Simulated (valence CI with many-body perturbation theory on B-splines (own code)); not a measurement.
# Energy levels of Pr⁸⁺

Method: relativistic CI+MBPT: five valence electrons over a frozen Dirac-Fock core [Kr] 4d10, radial functions for each j: 7 s, 7 p, 7 d, 7 f, 4 g, 2 h, with the one-electron correlation potential Σ1 (screened to all orders), the two-electron term Σ2, the three-electron term Σ3, Breit, model QED; selected single and double excitations, second order for the rest (own B-spline code, finite nucleus).

No measured spectrum was set against this ion. As an estimate, terms of the open shell hold to a few per cent of their energy, and close levels can change places; configurations with another count of f electrons can be misplaced by thousands of cm⁻¹. Core correlation moves these levels by up to 52000 cm⁻¹, and in measured spectra 5 to 20 % of such shifts remained as error; rates that hang on mixing are uncertain with them. Among the levels kept, up to 980 cm⁻¹ of a level comes from second order outside the variational space, and about a tenth of that is noise between levels of different J, which matters for small intervals. The lowest computed level is not the ground level that NIST lists (°, for many ions itself from theory). Only levels of the ground parity were solved; by the run's estimate the other parity begins above the list, which can be wrong where configurations are misplaced.

Levels 1 to 45 of 47, with energies above the lowest level, (5s^2 5p1/2^2 5p3/2) J=3/2. "Leading %" is the weight of the configuration and term that name the level; weights of strongly mixed levels are sums over their largest components and can fall short. In the jj column 3d3/2^4 stands for four electrons in 3d with j = 3/2. Lifetimes count E1, E2, E3, M1 and M2 decay at the calculated energies, and are blank where another channel may lead or the interval is too uncertain; long ones can be off by a factor of two.

| No. | Configuration | Term | J | E (cm⁻¹) | Leading % | Lifetime | Leading jj | g |
| --- | --- | --- | --- | --- | --- | --- | --- | --- |
| 1 | 5s2.5p3 | 4S° | 3/2 | 0.0 | 51 |  | 5s^2 5p1/2^2 5p3/2 (85 %) | 1.590 |
| 2 | 4f.5s2.5p2 | 4G° | 5/2 | 16154 | 37 | 1.01 s | 4f5/2 5s^2 5p1/2^2 (84 %) | 0.878 |
| 3 | 4f.5s2.5p2 | 4D° | 7/2 | 22551 | 25 | 257 ms | 4f7/2 5s^2 5p1/2^2 (88 %) | 1.156 |
| 4 | 5s2.5p3 | 2D° | 3/2 | 24736 | 48 | 3.08 ms | 5s^2 5p1/2 5p3/2^2 (80 %) | 1.241 |
| 5 | 5s2.5p3 | 2D° | 5/2 | 31357 | 55 | 11.9 ms | 5s^2 5p1/2 5p3/2^2 (55 %) | 1.039 |
| 6 | 4f.5s2.5p2 | 4G° | 7/2 | 41341 | 50 | 8.36 ms | 4f5/2 5s^2 5p1/2 5p3/2 (89 %) | 0.966 |
| 7 | 4f.5s2.5p2 | 4G° | 5/2 | 44791 | 22 | 4.46 ms | 4f5/2 5s^2 5p1/2 5p3/2 (68 %) | 1.060 |
| 8 | 4f.5s2.5p2 | 4D° | 7/2 | 44917 | 47 | 5.92 ms | 4f7/2 5s^2 5p1/2 5p3/2 (74 %) | 1.168 |
| 9 | 4f.5s2.5p2 | 4G° | 9/2 | 46071 | 79 | 5.78 ms | 4f7/2 5s^2 5p1/2 5p3/2 (72 %) | 1.168 |
| 10 | 4f.5s2.5p2 | 4F° | 3/2 | 46589 | 48 | 2.99 ms | 4f5/2 5s^2 5p1/2 5p3/2 (90 %) | 0.759 |
| 11 | 5s2.5p3 | 2P° | 1/2 | 48109 | 66 | 2.27 ms | 5s^2 5p1/2 5p3/2^2 (66 %) | 0.563 |
| 12 | 4f.5s2.5p2 | 2D° | 5/2 | 48658 | 47 | 7.19 ms | 4f7/2 5s^2 5p1/2 5p3/2 (88 %) | 1.252 |
| 13 | 4f.5s2.5p2 | 2G° | 9/2 | 49777 | 54 | 13.0 ms | 4f7/2 5s^2 5p1/2 5p3/2 (60 %) | 1.175 |
| 14 | 4f.5s2.5p2 | 2F° | 5/2 | 53578 | 53 | 26.4 ms | 4f5/2 5s^2 5p1/2 5p3/2 (83 %) | 0.973 |
| 15 | 4f.5s2.5p2 | 4D° | 3/2 | 53808 | 37 | 18.9 ms | 4f5/2 5s^2 5p1/2 5p3/2 (75 %) | 0.946 |
| 16 | 4f.5s2.5p2 | 2F° | 7/2 | 53851 | 47 | 15.0 ms | 4f7/2 5s^2 5p1/2 5p3/2 (68 %) | 1.153 |
| 17 | 4f.5s2.5p2 | 4G° | 11/2 | 54060 | 64 | 84.4 ms | 4f7/2 5s^2 5p1/2 5p3/2 (85 %) | 1.211 |
| 18 | 4f.5s2.5p2 | 4D° | 1/2 | 57079 | 62 | 2.92 ms | 4f5/2 5s^2 5p1/2 5p3/2 (48 %) | 0.235 |
| 19 | 4f.5s2.5p2 | 2F° | 7/2 | 58714 | 45 | 5.10 ms | 4f5/2 5s^2 5p1/2 5p3/2 (52 %) | 1.021 |
| 20 | 4f.5s2.5p2 | 2G° | 9/2 | 59586 | 56 | 70.0 ms | 4f7/2 5s^2 5p1/2 5p3/2 (56 %) | 1.047 |
| 21 | 4f.5s2.5p2 | 2D° | 3/2 | 63080 | 59 | 3.21 ms | 4f7/2 5s^2 5p1/2 5p3/2 (57 %) | 0.922 |
| 22 | 4f.5s2.5p2 | 2F° | 5/2 | 65782 | 57 | 4.18 ms | 4f7/2 5s^2 5p1/2 5p3/2 (86 %) | 0.965 |
| 23 | 5s2.5p3 | 2P° | 3/2 | 76706 | 39 | 723 μs | 5s^2 5p3/2^3 (65 %) | 1.188 |
| 24 | 4f.5s2.5p2 | 2F° | 5/2 | 80716 | 38 | 1.29 ms | 4f5/2 5s^2 5p3/2^2 (91 %) | 0.981 |
| 25 | 4f.5s2.5p2 | 4F° | 7/2 | 80781 | 33 | 1.44 ms | 4f5/2 5s^2 5p3/2^2 (59 %) | 1.158 |
| 26 | 4f.5s2.5p2 | 4F° | 9/2 | 82398 | 48 | 1.64 ms | 4f7/2 5s^2 5p3/2^2 (86 %) | 1.220 |
| 27 | 4f.5s2.5p2 | 2D° | 3/2 | 83702 | 45 | 1.51 ms | 4f5/2 5s^2 5p3/2^2 (52 %) | 0.782 |
| 28 | 4f2.5s2.5p | 4I° | 9/2 | 84121 | 41 |  | 4f5/2^2 5s^2 5p1/2 (67 %) | 0.879 |
| 29 | 4f.5s2.5p2 | 2H° | 11/2 | 86032 | 47 | 1.79 ms | 4f7/2 5s^2 5p3/2^2 (68 %) | 1.142 |
| 30 | 4f.5s2.5p2 | 2H° | 9/2 | 89351 | 32 | 1.92 ms | 4f5/2 5s^2 5p3/2^2 (56 %) | 0.938 |
| 31 | 4f2.5s2.5p | 4H° | 7/2 | 90585 | 37 | 2.95 ms | 4f5/2^2 5s^2 5p1/2 (39 %) | 0.895 |
| 32 | 4f2.5s2.5p | 4I° | 11/2 | 90656 | 48 |  | 4f5/2 4f7/2 5s^2 5p1/2 (80 %) | 1.035 |
| 33 | 4f2.5s2.5p | 4H° | 9/2 | 92474 | 26 |  | 4f5/2 4f7/2 5s^2 5p1/2 (73 %) | 1.037 |
| 34 | 4f2.5s2.5p | 4G° | 5/2 | 92928 | 45 | 4.13 ms | 4f5/2 4f7/2 5s^2 5p1/2 (41 %) | 0.841 |
| 35 | 4f.5s2.5p2 | 2P° | 1/2 | 93307 | 68 | 1.20 ms | 4f5/2 5s^2 5p3/2^2 (70 %) | 0.529 |
| 36 | 4f2.5s2.5p | 4G° | 5/2 | 93588 | 31 | 2.66 ms | 4f7/2 5s^2 5p3/2^2 (34 %) | 0.934 |
| 37 | 4f2.5s2.5p | 4G° | 7/2 | 94141 | 39 | 6.79 ms | 4f5/2 4f7/2 5s^2 5p1/2 (80 %) | 1.011 |
| 38 | 4f2.5s2.5p | 4H° | 13/2 | 95240 | 41 |  | 4f7/2^2 5s^2 5p1/2 (70 %) | 1.151 |
| 39 | 4f2.5s2.5p | 4G° | 11/2 | 95756 | 40 |  | 4f7/2^2 5s^2 5p1/2 (70 %) | 1.172 |
| 40 | 4f.5s2.5p2 | 2F° | 7/2 | 96290 | 24 | 2.27 ms | 4f7/2 5s^2 5p3/2^2 (24 %) | 0.986 |
| 41 | 4f.5s2.5p2 | 2P° | 3/2 | 96582 | 45 | 1.14 ms | 4f7/2 5s^2 5p3/2^2 (52 %) | 1.150 |
| 42 | 4f2.5s2.5p | 4G° | 9/2 | 97625 | 38 |  | 4f5/2 4f7/2 5s^2 5p1/2 (75 %) | 1.118 |
| 43 | 4f2.5s2.5p | 4F° | 3/2 | 98549 | 31 | 2.83 ms | 4f5/2 4f7/2 5s^2 5p1/2 (35 %) | 0.768 |
| 44 | 4f2.5s2.5p | 4F° | 5/2 | 99422 | 18 | 2.75 ms | 4f5/2 4f7/2 5s^2 5p1/2 (50 %) | 1.140 |
| 45 | 4f2.5s2.5p | 4D° | 7/2 | 100650 | 52 | 8.03 ms | 4f7/2^2 5s^2 5p1/2 (67 %) | 1.295 |

Where two levels of one J and parity lie close, their mixing, g and order are uncertain.

The ionisation energy to 5s2.5p2 3P_0 of the next ion comes out as 127.16 eV (NIST: 131 ± 7 eV (theoretical)). All 47 levels together are meant to be complete up to 106480 cm⁻¹.
